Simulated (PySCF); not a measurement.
## Radial density of Ir- (iridium, charge -1)

UHF, [Xe] 4f14 5d8 6s2, high-spin 3F determinant. All numbers are calculated (PySCF 2.14, scalar relativity through the core potential, in aug-cc-pwCVTZ-PP with ECP60MDF (8s8p7d4f3g, 122 functions)). This is the valence pseudo-density: the core potential removes the inner electrons and smooths the orbitals near the nucleus.

| r (bohr) | 4πr²ρ (e/bohr) | 4πr²(ρα − ρβ) |
| --- | --- | --- |
| 0.134 | 3.255e-05 | 0.0000 |
| 0.225 | 0.001161 | 0.0001 |
| 0.379 | 0.1077 | 0.0042 |
| 0.638 | 4.752 | 0.1697 |
| 1.07 | 14.12 | 1.2396 |
| 1.80 | 5.703 | 1.1342 |
| 3.04 | 1.392 | 0.2577 |
| 5.11 | 0.2885 | -0.0309 |
| 8.59 | 0.04565 | -0.0289 |
| 14.4 | 0.001237 | -0.0011 |

Energies and moments cover only the electrons outside the core potential. Spin-orbit coupling, absent here, splits the open shell strongly. ⟨S²⟩ = 2.08 against 2.00 shows spin contamination.

Task: Where is the radial spin density 4πr²(ρα − ρβ) most negative, and why is it negative at all?

Result: Around r = 5.11 bohr, down to -0.0309 e/bohr: exchange with the open shell polarises the paired shells in an unrestricted calculation.
